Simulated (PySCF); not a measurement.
CHF, SMILES [CH]F (connectivity only; charge and spin as stated), neutral, multiplicity 1. Coordinates come from a PBE-D3(BJ)/def2-TZVPD optimisation. The isomer is the one that the SMILES or the coordinates give; other isomers of the formula were not compared.

TDDFT-ωB97X/def2-TZVPD (PySCF 2.14.0) puts the lowest singlet excitations at 2.28, 7.09, 7.98, 8.33, 9.13, 9.25 eV and the lowest triplet (TDA) at 0.85 eV.

Q: What are the lowest singlet roots from PySCF 2.14.0 with EOM-CCSD/aug-cc-pVDZ? (The exact figures need the calculation; the answer reports its results.)

A: 2.55, 6.89, 7.59, 8.28, 8.47, 8.66 eV; triplets 0.87, 6.47, 7.25 eV. S1 differs by 0.27 eV (second minus first; roots are paired by order, and the bases may differ).
